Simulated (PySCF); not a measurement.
## Relaxation of triplet RuOCl₂

Computed with UPBE0 in PySCF with Ru def2-TZVP with ECP28, O def2-TZVP, Cl def2-TZVP; scalar-relativistic core potentials, no spin–orbit coupling; density-fitted integrals. A (50,194) grid was used.

A hand-made trigonal pyramidal start, of Cs symmetry, held to at least that symmetry:

```xyz
4
charge 0 multiplicity 3, angstrom
Ru    0.0000   -0.5186    0.0000
O     1.7100   -0.5043    0.0000
Cl   -0.3911    0.8710   -1.7128
Cl   -0.3911    0.8710    1.7128
```

Optimiser trace:
```json
{"step": "0", "E − E(last) (kJ/mol)": "82.81", "largest gradient (Eh/bohr)": "0.06081"}
{"step": "1", "E − E(last) (kJ/mol)": "43.43", "largest gradient (Eh/bohr)": "0.02444"}
{"step": "2", "E − E(last) (kJ/mol)": "19.19", "largest gradient (Eh/bohr)": "0.02866"}
{"step": "3", "E − E(last) (kJ/mol)": "9.42", "largest gradient (Eh/bohr)": "0.01866"}
{"step": "4", "E − E(last) (kJ/mol)": "4.89", "largest gradient (Eh/bohr)": "0.00682"}
{"step": "5", "E − E(last) (kJ/mol)": "2.37", "largest gradient (Eh/bohr)": "0.01794"}
{"step": "6", "E − E(last) (kJ/mol)": "0.24", "largest gradient (Eh/bohr)": "0.00115"}
{"step": "7", "E − E(last) (kJ/mol)": "0.07", "largest gradient (Eh/bohr)": "0.00374"}
{"step": "8", "E − E(last) (kJ/mol)": "0.00", "largest gradient (Eh/bohr)": "0.00056"}
{"step": "9", "E − E(last) (kJ/mol)": "0.00", "largest gradient (Eh/bohr)": "0.00004"}
```

It ends at C2v with Ru–Cl 2.181 Å (×2), Ru–O 1.641 Å; Cl–Ru–Cl 120.7°, Cl–Ru–O 119.6° (×2) (after a last refinement on a finer grid). A frequency run shows a minimum. Other isomers or separated fragments may lie lower.

Final geometry:
```xyz
4
charge 0 multiplicity 3, angstrom
Ru    0.2147   -0.1514    0.0000
O     1.5558   -1.0966    0.0000
Cl   -0.6670    0.4701   -1.8961
Cl   -0.6669    0.4701    1.8961
```

Open d and f shells are described by one determinant, and the ground state may have another occupation or spin.

The relaxation took 40 s on 4 threads of a shared Intel Xeon Platinum 8488C (Sapphire Rapids) host, with 145 basis functions and 10 gradients; the process peaked at 0.82 GiB.
